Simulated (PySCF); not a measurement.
SMILES Cl[Si](Cl)([SiH2][SiH3])Cl (H5Cl3Si3) (GFN2-xTB optimised geometry):

```
11

Si     2.367    -0.450     0.000
Si     0.042    -0.450     0.000
Si    -0.888     1.683     0.000
Cl    -2.911     1.779     0.101
Cl    -0.344     2.709    -1.677
Cl    -0.187     2.771     1.578
H      2.912    -0.054    -1.301
H      2.911     0.470     1.001
H      2.906    -1.779     0.298
H     -0.519    -1.164     1.158
H     -0.517    -1.163    -1.159
```

Calculation: PBE0/def2-TZVP (PySCF).

Problem. What are the frontier orbital energies and the dipole moment?

Solution. HOMO-2 -9.16 eV, HOMO-1 -9.15 eV, HOMO -8.51 eV, LUMO -1.10 eV, LUMO+1 -0.68 eV; dipole moment 1.84 D.

Meta-Löwdin charges at PBE0/def2-TZVP: Si1 0.24, Si2 0.09, Si3 0.77, Cl4 -0.26, Cl5 -0.27, Cl6 -0.27, H7 -0.06, H8 -0.06, H9 -0.06, H10 -0.05, H11 -0.05.
